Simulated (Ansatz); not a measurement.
Geometry optimisation, RKS PBE0/def2-SVP (Ansatz).

input.yaml

```yaml
crystal:
  periodic: [false, false, false]
  atoms:
    - { symbol: C, position_ang: [0.7426, -1.25, -0.5849] }
    - { symbol: C, position_ang: [0.5911, -0.0213, 0.3561] }
    - { symbol: Cl, position_ang: [2.1256, 0.6589, 0.8595] }
    - { symbol: B, position_ang: [-0.3625, -0.214, 1.5779] }
    - { symbol: Al, position_ang: [-0.7462, 1.242, 0.0246] }
    - { symbol: O, position_ang: [-1.5866, 2.6252, -0.8598] }
    - { symbol: H, position_ang: [1.3196, -2.011, -0.1221] }
    - { symbol: H, position_ang: [-0.2697, -1.5941, -0.8623] }
    - { symbol: H, position_ang: [1.2039, -0.8698, -1.4903] }
    - { symbol: H, position_ang: [-0.7574, -0.7723, 2.5993] }
    - { symbol: H, position_ang: [-2.1952, 2.1493, -1.4777] }
basis:
  gaussian: { orbitals: def2-SVP }
hamiltonian:
  xc: pbe0
relax:
  f_tol: 0.02
  max_steps: 50
```

Run as:

```bash
$ ansatz run input.yaml --threads 2 --pin off --max-ram 3072MiB --backend cpu --events-out ev --progress --plain --runs-dir out
```

Question: Where does it end, and by what steps?

Answer: It converged. After 35 steps the energy has fallen by 2.325 eV; Cl3 moved furthest, 2.14 Å. Parted: C2–Al5 (1.87 → 2.69 Å).

| step | energy less start (eV) | largest force component (eV/Å) | accepted |
| --- | --- | --- | --- |
| 0 | 0.0000 | 2.650 | yes |
| 2 | -0.9139 | 2.827 | yes |
| 4 | -1.3225 | 0.843 | yes |
| 6 | -1.7268 | 1.315 | yes |
| 8 | -2.0478 | 1.289 | yes |
| 10 | -2.1845 | 0.766 | yes |
| 12 | -2.2390 | 0.312 | yes |
| 14 | -2.2570 | 0.217 | yes |
| 16 | -2.2780 | 0.577 | yes |
| 18 | -2.2920 | 0.324 | yes |
| 20 | -2.3080 | 0.204 | yes |
| 22 | -2.3119 | 0.127 | yes |
| 24 | -2.1805 | 1.433 | no |
| 26 | -2.3203 | 0.059 | yes |
| 28 | -2.3223 | 0.033 | yes |
| 30 | -2.3198 | 0.272 | no |
| 32 | -2.3243 | 0.044 | yes |
| 34 | -2.3247 | 0.084 | yes |
| 35 | -2.3249 | 0.012 | yes |

```xyz
11
Properties=species:S:1:pos:R:3
C 0.895 -0.756 -0.687
C 0.823 -0.508 0.789
Cl 2.149 -1.353 1.596
B -0.100 0.262 1.606
Al -1.328 0.988 0.182
O -2.244 1.523 -1.090
H 0.812 -1.830 -0.924
H 0.085 -0.244 -1.251
H 1.849 -0.402 -1.115
H -0.169 0.465 2.788
H -2.706 1.797 -1.874
```

Whether the end is a true minimum wasn't checked by a vibrational analysis.

The run took 79 s on 2 threads of Intel(R) Xeon(R) 6975P-C (Granite Rapids) (shared host), peak memory 0.29 GiB.
